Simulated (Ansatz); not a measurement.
A run for Ansatz (an electronic-structure program): R-PBE/def2-TZVPP on C2H6Sn (SMILES C=[CH][SnH3]). Elements past Kr take the def2 small-core potentials; no spin–orbit coupling.

Ansatz 0.2 input:
```yaml
crystal:
  periodic: [false, false, false]
  atoms:
    - {symbol: C, position_ang: [-1.66532024, -0.08747631, -0.06249183]}
    - {symbol: C, position_ang: [-0.51029377, -0.59555950, 0.35305120]}
    - {symbol: Sn, position_ang: [1.38193296, 0.29755303, -0.09542917]}
    - {symbol: H, position_ang: [-1.72187729, 0.81730109, -0.65884834]}
    - {symbol: H, position_ang: [-2.61658727, -0.55505621, 0.17522012]}
    - {symbol: H, position_ang: [-0.52076951, -1.50468334, 0.94745565]}
    - {symbol: H, position_ang: [2.36758679, -0.79476298, -0.97341347]}
    - {symbol: H, position_ang: [1.08441233, 1.69870132, -1.03333607]}
    - {symbol: H, position_ang: [2.20091602, 0.72398292, 1.34779188]}
basis:
  gaussian:
    orbitals: def2-TZVPP
hamiltonian:
  xc: {name: PBE}
scf: {lower_state_search: off}
```

It printed:

```
WARN ansatz: RAYON_NUM_THREADS=1 ignored (pool sized by the plan → 1); use --threads N
Functional definition: PBE
these checks for a lower state are left out or cut short: stability, starts, cluster_reference, orbital_swaps, neighbouring_geometries, increment
integrals: 0.09 GiB planned
1102 factors; their error is unknown
mean field: 0.74 GiB planned
mean field evaluation 1: about -7989.2259 eV, gradient 6.3e1 eV
mean field evaluation 2: about -7959.9343 eV, gradient 1.1e2 eV
mean field evaluation 4: about -7999.1775 eV, gradient 6.6e0 eV
mean field evaluation 8: about -7999.2788 eV, gradient 1.9e-1 eV
mean field evaluation 16: about -7999.2618 eV, gradient 3.7e-4 eV
mean field -7999.26176019 eV, -293.9674475926 hartree, gradient 3.3e-6 eV, S^2 0.000000; 0 other end points of the search recorded, 0 dependent functions left out
reference -7999.26181186 eV, -293.9674494915 hartree; 20, 20 occupied and 176, 176 virtual orbitals, 1102 factors
Total energy: -7999.26181186 eV, -293.9674494915 hartree
Checks for a lower state left out: stability, starts, cluster_reference, orbital_swaps, neighbouring_geometries, increment
```

The run converged.

Cost: around 2.3 core-seconds (rough).
